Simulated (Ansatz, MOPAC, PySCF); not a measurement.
System: H₄BN₂O, net charge -1, singlet state. SMILES: B(N)([NH-])O
Coordinates optimised at B3LYP-D3(BJ)/def2-TZVP (Ansatz, a program for electronic structure):
```xyz
8

N      1.3840    -0.4113     0.3747
B      0.1100    -0.0367     0.0144
N     -1.1546    -0.8330    -0.0122
O     -0.1462     1.3055    -0.4495
H      1.4600    -1.3793     0.6813
H     -1.9969    -0.2818     0.0935
H     -1.1735    -1.6060     0.6364
H      0.7243     1.7166    -0.4250
```
Charge -1, spin multiplicity 1.

Unscaled harmonic wavenumbers (cm⁻¹) in rising order, each level at the stationary point that it reaches from this structure (no distance between atoms moves by over 0.3 Å); the order of modes can differ between levels, and a negative number is imaginary. B3LYP-D3(BJ)/def2-TZVP (PySCF, at the structure above): 303, 385, 425, 469, 512, 605, 681, 784, 893, 915, 1055, 1226, 1464, 1599, 3440, 3504, 3602, 3807.

AM1 (MOPAC): 143, 366, 457, 503, 611, 688, 861, 984, 1052, 1151, 1280, 1366, 1666, 1720, 3439, 3469, 3482, 3587. Zero-point energy 38.3 against 36.7 kcal/mol; where all levels lie over 400 cm⁻¹, the wavenumbers are on average 1.123 times those of B3LYP-D3(BJ)/def2-TZVP.

PM3 (MOPAC): 158, 347, 358, 388, 505, 653, 801, 872, 929, 942, 1053, 1164, 1446, 1696, 3358, 3432, 3511, 3921. Zero-point energy 36.5 against 36.7 kcal/mol; where all levels lie over 400 cm⁻¹, the wavenumbers are on average 1.027 times those of B3LYP-D3(BJ)/def2-TZVP.

HF/3-21G (Ansatz): 185, 369, 399, 451, 499, 656, 710, 841, 956, 987, 1141, 1358, 1610, 1782, 3439, 3712, 3817, 3891. Zero-point energy 38.3 against 36.7 kcal/mol; where all levels lie over 400 cm⁻¹, the wavenumbers are on average 1.062 times those of B3LYP-D3(BJ)/def2-TZVP.
